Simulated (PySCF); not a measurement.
Structure problem from calculated spectra and properties.

Formula: H9P3Si3.

| Property | Result |
| --- | --- |
| Valence photoelectron | vertical ionisation energy: 8.93 eV [ΔSCF CAM-B3LYP/def2-SVPD] |
| 1H NMR | chemical shifts (computed TMS as zero) by class: 4.58 (6 H), 1.19 (3 H) ppm [GIAO CAM-B3LYP/pcSseg-1] |
| NMR, other nuclei | isotropic shieldings of nuclei other than C and H, by class: 381 (3 Si), 593 (3 P) ppm [GIAO CAM-B3LYP/pcSseg-1] |
| Triplet | lowest triplet excitation (Tamm–Dancoff): 5.08 eV [TDA CAM-B3LYP/def2-SVPD] |
| XPS | Si2p3/2 106.7 (×3), P2p3/2 135.9 (×3), Si1s 1846.5 (×3), P1s 2149.4 (×3) eV [ΔSCF SCAN, pcX-2 on the ionised atom, pcseg-1 elsewhere, spin-free X2C, 2p3/2 from a spin–orbit splitting computed afterwards within the 2p shell] |
| UV, first state | lowest singlet excitation: 5.88 eV (211 nm, f = 0.017) [TDDFT CAM-B3LYP/def2-SVPD] |
| Rotational structure | rotational constants A, B, C: 1.111, 1.076, 0.621 GHz [PBE0-D3(BJ)/def2-SVP] |
| Dipole | 1.20 D [CAM-B3LYP/def2-SVPD] |
| UV, strongest line | among the 10 lowest singlet transitions: S10 at 6.46 eV (192 nm, f = 0.098) [TDDFT CAM-B3LYP/def2-SVPD] |
| Polarisability | 161.1 au [CAM-B3LYP/def2-SVPD] |

The electronic properties come from PySCF, for the isolated species, density fitting. Levels stand in brackets. One conformer (not necessarily the lowest) at the PBE0-D3(BJ)/def2-SVP geometry, without solvent, vibrations or thermal averaging. Each NMR value is the plain mean over a class of atoms that symmetry, rotation or inversion makes alike.

Question: Propose a structure and show how it fits.

Answer: Numbering: `[SiH2:1]1[PH:2][SiH2:3][PH:4][SiH2:5][PH:6]1`. Hydrogen classes from least to most shielded: 6 H on 3 SiH2 silicons, Si1/Si3/Si5 (4.58 ppm), 3 H on 3 like atoms (three-coordinate phosphorus), P2/P4/P6 (1.19 ppm). The other shieldings belong to: 381 ppm, SiH2 silicon [Si1/Si3/Si5]; 593 ppm, three-coordinate phosphorus [P2/P4/P6]. The core levels belong to: Si2p3/2 106.7 eV, SiH2 silicon [Si1/Si3/Si5]; P2p3/2 135.9 eV, three-coordinate phosphorus [P2/P4/P6]; Si1s 1846.5 eV, SiH2 silicon [Si1/Si3/Si5]; P1s 2149.4 eV, three-coordinate phosphorus [P2/P4/P6]. One atom of each topological class was ionised and stands for its class. The first electron is taken from the HOMO, whose largest Löwdin shares are 0.46 on a three-coordinate phosphorus, 0.11 on each of 2 atoms of one kind (three-coordinate phosphorus) and 0.09 on an SiH2 silicon. The optimised geometry has point group Cs and is an asymmetric top. Structure: `[SiH2]1P[SiH2]P[SiH2]P1`. The assignments are read from this structure; whether some other isomer fits the data as well wasn't checked.
